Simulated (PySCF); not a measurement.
3-ethenylsiletane (C₅H₁₀Si), SMILES C=CC1C[SiH2]C1. The structure is a stationary point at PBE0-D3(BJ)/def2-SVP. One conformer was computed; it need not be the lowest.

Computed equilibrium geometry at PBE0-D3(BJ)/def2-SVP (PySCF confirms it by a frequency run) as bond lengths and angles, and its point group (one conformer of several):
point group Cs.
Atoms: C1 C2 C3 C4 Si5 C6 H7 H8 H9 H10 H11 H12 H13 H14 H15 H16. Bonds (Å): C1–C2 1.334, C1–H7 1.095, C1–H8 1.093, C2–C3 1.493, C2–H9 1.099, C3–C4 1.560, C3–C6 1.560, C3–H10 1.104, C4–Si5 1.895, C4–H11 1.104, C4–H12 1.099, Si5–C6 1.895, Si5–H13 1.496, Si5–H14 1.496, C6–H15 1.099, C6–H16 1.104. Angles (°): C2–C1–H7 121.3, C2–C1–H8 121.7, H7–C1–H8 117.0, C1–C2–C3 125.6, C1–C2–H9 119.2, C3–C2–H9 115.2, C2–C3–C4 115.8, C2–C3–C6 115.8, C2–C3–H10 108.6, C4–C3–C6 99.6, C4–C3–H10 108.2, C6–C3–H10 108.2, C3–C4–Si5 87.0, C3–C4–H11 110.2, C3–C4–H12 116.1, Si5–C4–H11 110.2, Si5–C4–H12 123.3, H11–C4–H12 108.4, C4–Si5–C6 77.9, C4–Si5–H13 120.1, C4–Si5–H14 113.7, C6–Si5–H13 120.1, C6–Si5–H14 113.7, H13–Si5–H14 108.7, C3–C6–Si5 87.0, C3–C6–H15 116.1, C3–C6–H16 110.2, Si5–C6–H15 123.3, Si5–C6–H16 110.2, H15–C6–H16 108.4.
Charge 0, spin multiplicity 1.
